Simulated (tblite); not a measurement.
A tight-binding relaxation on `[SiH3]N([SiH3])[C@@]12[C@@H]3[C@H]4[C@@H]3[C@@H]1[C@H]42`.

Computed with GFN2-xTB geometry optimisation, gas phase (tblite 0.8.0). Start geometry: from a force field or distance geometry. The input is one job of a driver script: a line of settings, then coordinates in Å.

Command:
```bash
OMP_NUM_THREADS=1 python probes_run.py task.json out
```

Input:
```
{"job": {"kind": "relax", "xc": "GFN2-xTB", "basis": "xTB"}, "charge": 0, "multiplicity": 1}
Si     1.857300    -1.479700    -0.886500
N      0.942600    -0.000900    -0.477800
Si     1.906000     1.222500     0.380100
C     -0.379800    -0.082900    -0.210400
C     -1.189400    -0.793100     0.782000
C     -2.399500    -0.456500    -0.004000
C     -1.934700     0.436900     1.071400
C     -1.135700     1.171900     0.127400
C     -1.572900     0.289400    -0.942800
H      3.265300    -1.147800    -1.143000
H      1.301400    -2.084000    -2.114900
H      1.854200    -2.487100     0.172200
H      3.217300     0.680200     0.764100
H      1.295600     1.696300     1.637700
H      2.096000     2.343700    -0.584200
H     -0.996100    -1.624400     1.408100
H     -3.295000    -0.981400    -0.118400
H     -2.422400     0.697900     1.984500
H     -0.725900     2.149400     0.135900
H     -1.689500     0.460300    -1.984500
```

Output:
```
step      E/eV     max force
  0    -672.82973    4.298
  1    -673.33419    2.642
  2    -673.60446    0.875
  3    -673.68213    0.424
  4    -673.70148    0.359
  5    -673.71710    0.343
  6    -673.74035    0.354
  7    -673.76059    0.350
  8    -673.77506    0.238
  9    -673.78337    0.248
... (83 lines left out)
 93    -673.94099    0.046
 94    -673.94119    0.037
 95    -673.94134    0.022
 96    -673.94143    0.022
 97    -673.94151    0.026
 98    -673.94159    0.024
 99    -673.94166    0.021
100    -673.94165    0.016
101    -673.94172    0.011
102    -673.94173    0.010
```

«max force» is the largest atomic force in eV/Å.

Task: From which step on does the largest force stay under 0.1 eV/Å, and how much energy is left to gain from there?

Result: From step 31 (0.070 eV/Å), 12.2 meV above the end.

Main results: energy lowered by 25.6 kcal/mol over 102 steps; largest atomic force 0.010 eV/Å at the end.

Task: Where do the atoms end?

Result: 0.333 Å rms from the input after alignment:
```
atom  x, y, z in Å
Si1    1.7091   -1.5255   -0.8939
N2     1.1565   -0.0479   -0.1546
Si3    2.0846    1.3181    0.3932
C4    -0.2323    0.0352    0.0253
C5    -1.1827   -0.7823    0.9415
C6    -2.2902   -0.6073   -0.0615
C7    -2.0993    0.4067    1.0353
C8    -1.1593    1.2179    0.1267
C9    -1.3532    0.2004   -0.9761
H10    3.1461   -1.3715   -1.0799
H11    1.0071   -1.6978   -2.1686
H12    1.3990   -2.6513   -0.0061
H13    3.4842    0.9224    0.2993
H14    1.6862    1.6186    1.7698
H15    1.8138    2.4789   -0.4647
H16   -0.9981   -1.5732    1.6458
H17   -3.1270   -1.2441   -0.2861
H18   -2.7578    0.7119    1.8288
H19   -0.9641    2.2727    0.0655
H20   -1.3280    0.3289   -2.0427
```

The run took 0.74 s of wall time on one thread of an AMD EPYC 9R45, on a shared host.
Labels such as C1 count atoms from 1, the log's own numbers from 0.
